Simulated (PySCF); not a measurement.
SCF from a fresh guess for doublet TiS₂⁻, at the B3LYP minimum. PySCF input:

```python
from pyscf import gto, scf, dft
mol = gto.M(atom='''
Ti     0.000000     0.000000    -0.542171
S      1.949251    -0.000000     0.406409
S     -1.949251     0.000000     0.406409''',
    basis={'Ti': 'def2-SVPD', 'S': 'def2-SVPD'},
    charge=-1, spin=1)
mf = dft.UKS(mol, xc='B3LYP')
mf.grids.atom_grid = (50, 194)
aux = {'Ti': 'def2-universal-JKFIT', 'S': 'def2-universal-JKFIT'}
mf = mf.density_fit(auxbasis=aux)
mf.conv_tol = 1e-08
mf.diis_space = 10
mf.max_cycle = 60
mf.init_guess = 'minao'
mf.verbose = 4
mf.kernel()
```

Excerpt of the output (cycles alone):

```
init E= -1645.52900860065
cycle= 1 E= -1645.49342406125  delta_E= 0.0356  |g|= 0.505  |ddm|=  1.8
cycle= 2 E= -1634.00226922384  delta_E= 11.5  |g|= 4.76  |ddm|= 3.14
cycle= 3 E= -1645.51765686901  delta_E= -11.5  |g|= 0.515  |ddm|= 2.63
cycle= 4 E= -1645.65983371556  delta_E= -0.142  |g|= 0.172  |ddm|= 0.678
cycle= 5 E= -1645.67558866041  delta_E= -0.0158  |g|= 0.0419  |ddm|= 0.136
cycle= 6 E= -1645.67677409118  delta_E= -0.00119  |g|= 0.0175  |ddm|= 0.066
cycle= 7 E= -1645.6771338433  delta_E= -0.00036  |g|= 0.00558  |ddm|= 0.0367
cycle= 8 E= -1645.67746191535  delta_E= -0.000328  |g|= 0.00822  |ddm|= 0.0729
cycle= 9 E= -1645.67780124139  delta_E= -0.000339  |g|= 0.00517  |ddm|= 0.082
cycle= 10 E= -1645.67809136205  delta_E= -0.00029  |g|= 0.00485  |ddm|= 0.101
cycle= 11 E= -1645.67823366188  delta_E= -0.000142  |g|= 0.00326  |ddm|= 0.0673
cycle= 12 E= -1645.67838557057  delta_E= -0.000152  |g|= 0.00216  |ddm|= 0.146
cycle= 13 E= -1645.67839347159  delta_E= -7.9e-06  |g|= 0.00119  |ddm|= 0.0133
cycle= 14 E= -1645.67839800416  delta_E= -4.53e-06  |g|= 0.000629  |ddm|= 0.0232
cycle= 15 E= -1645.6783985147  delta_E= -5.11e-07  |g|= 0.000155  |ddm|= 0.00265
cycle= 16 E= -1645.6783985681  delta_E= -5.34e-08  |g|= 5.65e-05  |ddm|= 0.0016
cycle= 17 E= -1645.6783985718  delta_E= -3.7e-09  |g|= 2.89e-05  |ddm|= 0.000205
Extra cycle  E= -1645.67839857251  delta_E= -7.09e-10  |g|= 2.89e-05  |ddm|= 0.00014
converged SCF energy = -1645.67839857251  <S^2> = 0.76793725  2S+1 = 2.0178575
```

No lower solution of this spin was found from smeared starts or by a stability analysis within the unrestricted form.

With open d or f shells other occupations or spin states may lie lower.

The search for the lowest solution, 3 starts and the stability check together, took 25 s on 2 threads of a shared Arm Neoverse N1 host, with 88 basis functions; the process peaked at 0.37 GiB.
